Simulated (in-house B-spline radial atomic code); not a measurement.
Whole-atom quantities along the 22-electron series, configuration 1s2 2s2 2p6 3s2 3p6 3d3/2(4). Breit and QED terms are first order and not part of the total energy; the density at the nucleus is averaged over the nuclear charge. Computed with a B-spline radial code for spherical atoms: Dirac-Hartree-Fock, jj configuration that fills j = l - 1/2 first, finite nuclei.

| ion | Z | E/Z² (Eh) | Σ<r²> (bohr²) | n(0)/Z³ (bohr⁻³) | Lamb diamagnetic shielding (ppm) | repulsion over attraction | Breit energy (eV) | self-energy (eV) | vacuum polarisation (eV) |
| --- | --- | --- | --- | --- | --- | --- | --- | --- | --- |
| Rb15+ | 37 | -2.0976 | 3.2301 | 1.0602 | 3144.03 | 0.11042 | 42.139 | 31.671 | -3.283 |
| Sr16+ | 38 | -2.1134 | 2.986 | 1.0848 | 3246.77 | 0.1079 | 46.074 | 34.75 | -3.6647 |
| Zr18+ | 40 | -2.1432 | 2.5745 | 1.1371 | 3453.76 | 0.10315 | 54.685 | 41.545 | -4.5314 |
| Nb19+ | 41 | -2.1574 | 2.4001 | 1.164 | 3558.04 | 0.1009 | 59.376 | 45.279 | -5.021 |
| Mo20+ | 42 | -2.1712 | 2.2428 | 1.191 | 3662.88 | 0.09874 | 64.337 | 49.249 | -5.551 |
| Tc21+ | 43 | -2.1846 | 2.1004 | 1.2217 | 3768.29 | 0.096657 | 69.574 | 53.465 | -6.1245 |
| Ru22+ | 44 | -2.1976 | 1.9712 | 1.2514 | 3874.3 | 0.09465 | 75.096 | 57.938 | -6.7437 |
| Rh23+ | 45 | -2.2103 | 1.8534 | 1.2843 | 3980.94 | 0.092714 | 80.911 | 62.677 | -7.4118 |
| Pd24+ | 46 | -2.2227 | 1.7457 | 1.3177 | 4088.22 | 0.090847 | 87.029 | 67.693 | -8.1314 |
| Ag25+ | 47 | -2.2347 | 1.6471 | 1.3534 | 4196.17 | 0.089044 | 93.457 | 72.998 | -8.906 |
| Cd26+ | 48 | -2.2465 | 1.5565 | 1.3886 | 4304.81 | 0.087303 | 100.21 | 78.602 | -9.7384 |
| In27+ | 49 | -2.2581 | 1.4731 | 1.4277 | 4414.17 | 0.08562 | 107.28 | 84.518 | -10.633 |
| Sn28+ | 50 | -2.2693 | 1.396 | 1.4672 | 4524.28 | 0.083992 | 114.7 | 90.757 | -11.592 |
| Sb29+ | 51 | -2.2804 | 1.3248 | 1.5088 | 4635.16 | 0.082418 | 122.46 | 97.331 | -12.621 |
| Te30+ | 52 | -2.2913 | 1.2587 | 1.5504 | 4746.83 | 0.080895 | 130.57 | 104.26 | -13.722 |
| I31+ | 53 | -2.302 | 1.1973 | 1.5968 | 4859.35 | 0.079419 | 139.05 | 111.54 | -14.901 |
| Xe32+ | 54 | -2.3125 | 1.1402 | 1.6436 | 4972.71 | 0.077989 | 147.91 | 119.2 | -16.162 |
| Cs33+ | 55 | -2.3228 | 1.087 | 1.6936 | 5086.97 | 0.076602 | 157.15 | 127.26 | -17.51 |

(1) With what power of Z does the column «Σ<r²> (bohr²)» change over this range?

Results:

(1) A fit of the logarithm of its size against log Z from Z = 37 to 55 has slope -2.74. Unscreened non-relativistic hydrogenic orbitals would give -2.
